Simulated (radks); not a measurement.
Computed order of ionisation of strontium. At each step one electron was removed from each of the four highest sub-shells of the ion before, moves of one valence electron (up to charge 6) and the configuration listed by NIST were tried, and the lowest configuration was kept. Calculated with a radial shooting solver on a logarithmic mesh with Libxc functionals: scalar-relativistic Kohn-Sham, LDA (Slater exchange, Perdew-Wang correlation), spin-polarised, spherical densities, finite nucleus; Fermi nuclear charge, rms radius of each element as measured or else 0.836 A^(1/3) + 0.57 fm. Open shells are filled with parallel spins first.

species  lowest configuration found  NIST configuration  margin to the next tried (eV)  IE (eV)  NIST IE (eV)       kind
Sr                         [Kr] 5s2                same                          1.923    5.873         5.695       exp.
Sr+                        [Kr] 5s1                same                          1.840   11.362        11.030       exp.
Sr2+                           [Kr]                same                         23.733   43.179        42.884       exp.
Sr3+              [Ar] 3d10 4s2 4p5                same                         18.865   56.682        56.280  semi-emp.
Sr4+              [Ar] 3d10 4s2 4p4                same                         19.495   70.684            71  semi-emp.
Sr5+              [Ar] 3d10 4s2 4p3                same                         20.138   89.229            88     theory
Sr6+              [Ar] 3d10 4s2 4p2                same                         16.387   105.00           104     theory
Sr7+              [Ar] 3d10 4s2 4p1                same                         18.038   121.06         121.2  semi-emp.
Sr8+                  [Ar] 3d10 4s2                same                         20.027   159.68         158.3  semi-emp.
Sr9+                  [Ar] 3d10 4s1                same                         115.88   179.32         177.3       exp.
Sr10+                     [Ar] 3d10                same                         120.00   324.28         324.1       exp.
Sr11+                      [Ar] 3d9                same                         127.49   366.38           362     theory
Sr12+                      [Ar] 3d8                same                         126.81   410.04           408     theory
Sr13+                      [Ar] 3d7                same                         125.89   455.16           454     theory

Reference values: NIST Atomic Spectra Database (exp. = measured, semi-emp. = semi-empirical, theory = theoretical value adopted there). Open shells are spherical and high-spin; term and fine-structure splittings are not resolved.
